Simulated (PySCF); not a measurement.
Species: sum formula H3BO2F (charge +1, singlet). It need not be the lowest isomer of its formula. 
Coordinates optimised at B3LYP-D3(BJ)/def2-TZVP (Ansatz):
```xyz
7

B      0.1671     0.0689    -0.0131
F      0.2508     1.3533     0.1340
O     -1.2248    -0.4276     0.1056
O      1.0209    -0.8975    -0.2422
H     -1.4412    -1.3746     0.0171
H      1.9647    -0.7075    -0.3407
H     -1.9849     0.1586     0.2758
```
Charge +1, spin multiplicity 1.

Dispersion corrections to the total energy (kcal/mol) from the dftd3 and dftd4 libraries through PySCF: D3(BJ) without and D4 with the three-body term, each with the damping fitted for the functional named.

```csv
functional,D3(BJ),D4
PBE,-1.82,-1.54
HF,-16.63,-6.43
BP86,-2.67,-1.95
B2GP-PLYP,-0.97,…
PW6B95,-0.78,-1.38
PBE0,-1.51,…
r2SCAN,…,-0.36
```

Some entries are withheld; supply them.


- B2GP-PLYP, D4: -0.62
- PBE0, D4: -1.26
- r2SCAN, D3(BJ): -0.47
